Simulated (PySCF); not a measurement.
# [Yb(H2O)2]2+ at several levels of theory

Computed with PySCF 2.14.0 (density fitting, no spin-orbit coupling) at the geometry relaxed with PBE0:

```xyz
7
[Yb(H2O)2]2+ (singlet in the valence; each metal's 4f electrons, 14 of them, lie in its core potential, out of spins and levels)
Yb    0.0000    0.0000    0.0000
O     0.0000    0.0000    2.3893
H     0.5410    0.5410    2.9933
H    -0.5410   -0.5410    2.9933
O     0.0000    0.0000   -2.3893
H     0.5410   -0.5410   -2.9933
H    -0.5410    0.5410   -2.9933
```

```tsv
level	basis	state	HOMO (eV)	gap (eV)	charge on Yb1 (e)	population of f-type functions on Yb1 (polarisation alone where 4f lies in the core)	dipole about the centre of mass (D)	largest force component (eV/Å)
PBE0	Yb lcecp-0-SVP with ECP60, O def2-SVP, H def2-SVP	singlet	–	–	1.56	0.01	0.00	0.00
HF	the same	singlet	–	–	1.69	0.00	0.00	1.40
BLYP	the same	singlet	–	–	1.47	0.01	0.00	0.62
```

In the lcecp rows the 4f levels are missing from HOMO and gap, and the state counts the valence alone.

Charges are Mulliken's, which hang on the basis. The relaxation used the grid (50, 194), these runs (75, 302) or, all-electron (x2c bases, spin-free X2C Hamiltonian), (99, 590).

Problem. What does PBE0 with Yb lcecp-0-TZVP with ECP60, O def2-TZVP, H def2-TZVP give here?

Solution. state singlet, charge on Yb1 (e) 1.77, population of f-type functions on Yb1 (polarisation alone where 4f lies in the core) 0.01, dipole about the centre of mass (D) 0.00, largest force component (eV/Å) 0.34. Time: 8.1 s on 2 threads of Arm Neoverse V1 (shared host), from free ions and atoms.

A frequency check found unstable modes (2, the lowest at -9 cm⁻¹), so the relaxed geometry is a saddle point, or these are noise. An lcecp potential fixes the number of 4f electrons, so in runs with it no electron can move into or out of that shell.
